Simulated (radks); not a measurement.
Species: Pr XLIII. Configuration: [Ne] 3s2 3p5 (the NIST ground configuration). Method: non-relativistic Kohn-Sham, TPSS, spin-polarised, spherical densities, point nucleus; open shells are filled with parallel spins first (spin-orbit coupling, left out, can overturn this in heavy ions); meta-GGA in the generalised Kohn-Sham scheme; relativity is left out, which matters for an element this heavy; computed with a radial shooting solver on a logarithmic mesh with Libxc functionals.

Unscreened Slater integrals over Kohn-Sham orbitals (cm^-1). They are taken over the spin-up orbitals.

integral     value
F0(3p,3p)   791850
F2(3p,3p)   399560
F0(3p,3s)   769690
G1(3p,3s)   491970
F0(3p,2p)  1044200
F2(3p,2p)   268650
G0(3p,2p)   105020
G2(3p,2p)   116760
F0(3s,3s)   751770
F0(3s,2p)   985140
G1(3s,2p)   101860
F0(2p,2p)  2162900
F2(2p,2p)  1036400

Derived for the open shells (J is the average intra-shell exchange parameter used in DFT+U). 3p: J = F2/5 = 79910 cm^-1.
